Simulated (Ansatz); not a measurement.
Ideal-gas functions of Cl2HInSe, SMILES `[Cl][In]([Cl])[SeH]` at 400 K and 1 bar, from an Ansatz frequency run at PBE0-D4/def2-TZVP.

Molar mass 265.69 g/mol, point group Cs (symmetry number 1), electronic degeneracy 1, moments of inertia 275.218, 546.954, 822.172 u Å². Harmonic wavenumbers (cm⁻¹, unscaled): 62, 91, 91, 220, 243, 368, 384, 620, 2440.

Use S(trans) = R[1.5 ln M + 2.5 ln T − 1.1517]; rotational temperatures θ = 24.2544 K / I; S(rot) = R[ln(√π/σ · √(T³/θAθBθC)) + 1.5]; for each mode x = 1.438777 ν̃/T, S = R[x/(eˣ − 1) − ln(1 − e⁻ˣ)] and H = RT x/(eˣ − 1); 1 cm⁻¹ = 0.0119627 kJ/mol; R = 8.31446 J/(mol·K).

Q: By hand: the entropy, in J/(mol·K).

A: Translation 184.6. Rotation: θ = 0.0881, 0.0443, 0.0295 K, giving 129.7. Vibration, mode by mode: 20.81, 17.64, 17.64, 10.47, 9.69, 6.56, 6.26, 3.18, 0.01, in all 92.3. Electronic 0.0. Sum 406.6 J/(mol·K).

Q: By hand: H − E and G − E in kJ/mol, counted from the electronic energy.

A: Zero-point energy ½ × 4519 × 0.0119627 = 27.0; thermal vibration 16.9; translation, rotation and pV give 4 RT = 13.3. H − E = 57.2 kJ/mol, and G − E = 57.2 − 400 × 406.6/1000 = -105.4 kJ/mol.

Vibration gives 23 % of the entropy, 56.1 J/(mol·K) of it from the modes under 150 cm⁻¹: soft modes count most, and the harmonic formula is weakest for them. The sum counts one conformer and one mirror image; others add a mixing term.
